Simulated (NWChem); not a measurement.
Correlation energy of Ga$_{2}$

```xyz
2

Ga     0.0000     0.0000     1.2227
Ga     0.0000     0.0000    -1.2227
```
Charge 0, spin multiplicity 3.

The numbers come from NWChem runs, not from measurements. Structure: optimised with UPBE0/def2-SVP, a minimum by its harmonic frequencies.

Basis set: 6-31G*. Each correlation energy counts from its own Hartree-Fock reference.

```tsv
method	correlation energy (mHa)
UMP2	-449.7
SCS-UMP2	-406.4
CCSD on UHF	-434.0
CCSD[T] on UHF	-449.4
CCSD(T) on UHF	-447.2
CCSD on ROHF	-437.0
CCSD[T] on ROHF	-453.0
CCSD(T) on ROHF	-450.9
```

The values span 46.6 mHa, from CCSD[T] on ROHF (lowest) to SCS-UMP2 (highest). 

The Hamiltonian is non-relativistic. The correlated methods keep 18 core orbitals frozen. The Pople sets run with spherical d functions. This spin state was chosen for the runs; another may lie lower. The structure started from a generated list of species. The unpaired electrons of the parent sit in orbitals of symmetry b2u and b3u (D2h labels of the run); other states weren't searched. The stability of the SCF solutions was not checked. Open-shell Hartree-Fock references start from PBE0 orbitals. Coupled-cluster values serve here as a point of comparison, not as the truth.
